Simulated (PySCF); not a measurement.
Tin: a sound run and one with changed settings

Sound run: Sn⁺ [Kr] 4d10 5s2 5p1, Sn²⁺ [Kr] 4d10 5s2. Computed with PySCF 2.14 in def2-SVP with the def2 core potential (28 electrons) (4s4p2d, 26 functions), with scalar relativity through the core potential. In the sound run the correlated levels freeze 4s2 4p6 4d10 outside the core potential. The sound run starts from symmetry-adapted Hartree-Fock orbitals and uses a fine grid where one is needed.

Changed run: initial guess 1e, at most 50 SCF cycles, level shift 0.1 hartree.

| species | method | sound run (hartree) | changed run (hartree) | converged |
| --- | --- | --- | --- | --- |
| Sn⁺ | UHF | -213.08429 | -213.08429 | yes |
| Sn⁺ | M06-L | -214.13602 | -214.13602 | yes |
| Sn⁺ | LDA | -213.63106 | -213.63106 | yes |
| Sn⁺ | MP2 | -213.11102 | -213.10755 | yes |
| Sn⁺ | CCSD(T) | -213.12450 | -213.12450 | yes |
| Sn²⁺ | UHF | -212.58015 | -212.58015 | yes |
| Sn²⁺ | M06-L | -213.62643 | -213.62643 | yes |
| Sn²⁺ | LDA | -213.10159 | -213.10159 | yes |
| Sn²⁺ | MP2 | -212.60197 | -212.59906 | yes |
| Sn²⁺ | CCSD(T) | -212.61255 | -212.61255 | yes |

Ionisation energy of Sn⁺:

```tsv
method	sound run (eV)	changed run (eV)
UHF	13.718	13.718
M06-L	13.867	13.867
LDA	14.408	14.408
MP2	13.852	13.837
SCS-MP2	13.835	13.822
CCSD	13.921	13.921
CCSD(T)	13.931	13.931
```

A level shift leaves the converged SCF energy unchanged but raises the virtual orbital energies, which shrinks MP2 if it is not removed.

For comparison, NIST gives 14.633 eV between the lowest levels.
